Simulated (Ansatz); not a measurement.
Reaction (formal exchange of groups at a Zn–Cl bond): `C[N](C)[Zn][Cl]` + CH₄ → `[CH3][Zn][N](C)C` + HCl

Gas-phase electronic energies from Ansatz, PBE0-D4/def2-TZVP geometries. CBS: MP2 limit from def2 TZ/QZ plus the TZ coupled-cluster correction, frozen cores. This one scheme is used for every species. DFT in def2-TZVPP. B3LYP here is the variant with VWN-RPA as its local correlation; programs differ in this. For Zn outer-core shells are correlated without core-valence functions, which leaves a few kJ/mol of doubt a bond. Scalar relativity is left out up to krypton. Each species was taken in one conformer, which may not be the lowest.

CCSD(T)/CBS gives +36.6 kcal/mol.

(1) Another level gave +36.0 kcal/mol. Which?
A. BHLYP/def2-TZVPP
B. B3LYP-D4/def2-TZVPP
C. CCSD(T)/def2-TZVPP
D. r2SCAN0-D4/def2-TZVPP

Largest T1 diagnostic among the species: 0.014.

Results:

(1) B. B3LYP-D4 36.0, CCSD(T)/def2-TZVPP 35.0, r2SCAN0-D4 37.5, BHLYP 39.2 kcal/mol.

From BLYP to BHLYP (50 % exact exchange), in def2-TZVPP and without D4, ΔE moves by +4.8 kcal/mol. Leaving LDA and LC-ωPBE aside and taking each functional with its dispersion term where it has one, the values, not all of them listed here, spread over 6.0 kcal/mol, from revPBE-D4 to BHLYP-D4. LDA lies −2.0 kcal/mol from PBE without D4.
